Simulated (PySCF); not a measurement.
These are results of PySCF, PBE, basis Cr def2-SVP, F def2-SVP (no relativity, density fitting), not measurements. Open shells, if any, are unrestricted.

Q: What shape and geometry does isolated triplet CrF₄ take (every ligand bound to Cr)?

A: Formally Cr is in oxidation state +4, d2, with 2 unpaired electrons (the high-spin count). The Mulliken spin on Cr is 1.80. The polar-tensor charge on Cr, 2.08, is far below the formal one. The lowest minimum found is a triplet of Td symmetry with Cr–F 1.705 Å (×4); F–Cr–F 109.5° (×6). Its harmonic wavenumbers are 201 (e), 203 (t2), 703 (a1), 782 (t2) cm⁻¹ and its dipole moment is 0.00 D.

Only a few start shapes were tried, so a lower isomer may exist. With open d or f shells other occupations or spin states may lie lower.
